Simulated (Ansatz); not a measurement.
`C[S][AlH2]` + `CB[TeH]` → `CB[Te][AlH2]` + CH₃SH at 400 K and 1 bar (ligand exchange at the Al–S bond).

Calculated with Ansatz (gas phase, PBE0-D4/def2-TZVP geometries, no zero-point term in ΔE). CCSD(T)/CBS is the MP2 limit (def2-TZVPP, def2-QZVPP) plus CCSD(T) − MP2 in def2-TZVPP, frozen cores. This one scheme is used for every species. def2 core potentials past Kr. For Te outer-core shells are correlated without core-valence functions, which leaves a few kJ/mol of doubt a bond. One conformer a species, not always the lowest.

| species | CCSD(T)/CBS energy (Eh) | H − E (kJ/mol) | S (J/(mol·K)) |
| --- | --- | --- | --- |
| `C[S][AlH2]` | -680.87163 | 164.4 | 336.3 |
| `CB[TeH]` | -333.59211 | 171.5 | 335.1 |
| `CB[Te][AlH2]` | -576.23333 | 200.7 | 404.9 |
| CH₃SH | -438.22835 | 138.7 | 269.4 |

H − E and S are ideal-gas, rigid-rotor, harmonic terms from PBE0-D4/def2-TZVP, for one conformer and one mirror image of each species. 1 Eh = 2625.50 kJ/mol, R = 8.31446 J/(mol·K).

Question: By hand: ΔE, ΔH, ΔS and ΔG.

Answer: ΔE = (-576.23333) + (-438.22835) − (-680.87163) − (-333.59211) = 0.00206 Eh = 5.4 kJ/mol. Δ(H − E) = 200.7 + 138.7 − 164.4 − 171.5 = 3.5, so ΔH = 8.9 kJ/mol. ΔS = 404.9 + 269.4 − 336.3 − 335.1 = 2.9 J/(mol·K). ΔG = 8.9 − 400 × (2.9)/1000 = 7.7 kJ/mol.

Question: By hand: the equilibrium constant, and the temperature at which ΔG would vanish if ΔH and ΔS stayed fixed.

Answer: log₁₀ K = −ΔG/(RT ln 10) = -1.0. ΔG = 0 at ΔH/ΔS = 3069 K, far beyond where these terms or the molecules hold.

The number of gas molecules stays the same, so ΔS is small and ΔH decides. A doubt of 5 kJ/mol in ΔE shifts log₁₀ K by 0.7 here. Other conformers and mirror images would add mixing entropy, several J/(mol·K) or more a flexible species. These are equilibria of isolated gas molecules and say nothing of rates. Largest T1 diagnostic: 0.013 (customary marks: 0.02 for closed shells, 0.045 for open ones).
